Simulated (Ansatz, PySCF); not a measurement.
Process, species as SMILES: CC(F)(F)F → [CH2]C(F)(F)F + H atom (the C-H bond at the site shown breaks; other sites are not compared here)
Geometries: B3LYP-D3(BJ)/def2-TZVP minima from Ansatz (a first-principles code), one conformer each, not searched for the lowest.
Geometry of the first species:
SMILES: CC(F)(F)F
```xyz
8

C     -1.4757    -0.0186     0.0562
C      0.0246     0.0003    -0.0009
F      0.5756    -0.1412     1.2237
F      0.5104    -0.9973    -0.7704
F      0.4930     1.1584    -0.5135
H     -1.8076    -0.9670     0.4743
H     -1.8219     0.7996     0.6848
H     -1.8753     0.0980    -0.9493
```
Charge 0, spin multiplicity 1.

Quantity: bond dissociation energy (enthalpy at 298 K, with B3LYP-D3(BJ) rigid-rotor harmonic-oscillator terms from PySCF), in kJ/mol. Cores are frozen in the correlated levels unless marked. Open shells are spin-unrestricted. No spin-orbit coupling. Non-relativistic. CBS marks a two-point X^-3 extrapolation of the correlation energy; Hartree-Fock from the larger set (for Q and 5 zeta extrapolated as (X+1)exp(-9√X)).

```tsv
level	program	bond dissociation energy (kJ/mol)	minus last row
PBE0/def2-SVP	Ansatz	428.5	-15.8
PBE0/def2-TZVP	Ansatz	426.2	-18.1
wB97M-V/def2-TZVPD	Ansatz	441.9	-2.4
B2GP-PLYP/def2-TZVPD	Ansatz	433.1	-11.2
RPA@PBE/cc-pVTZ	Ansatz	435.7	-8.6
MP2/cc-pVDZ	Ansatz	421.8	-22.5
MP2/cc-pVTZ	Ansatz	437.7	-6.6
RI-MP2/CBS(cc-pVTZ,cc-pVQZ)	Ansatz	445.1	0.8
SCS-MP2/STO-3G	Ansatz	494.0	49.7
SCS-MP2/cc-pVDZ	Ansatz	426.7	-17.6
SCS-MP2/cc-pV5Z	Ansatz	451.0	6.7
CCSD/cc-pVQZ	Ansatz	438.9	-5.4
CCSD/CBS(cc-pVTZ,cc-pVQZ)	Ansatz	441.1	-3.2
CCSD(T)/CBS(cc-pVTZ,cc-pVQZ)	Ansatz	445.0	0.7
CCSD(T)/CBS(cc-pVQZ,cc-pV5Z)	Ansatz	444.3	0.0
```
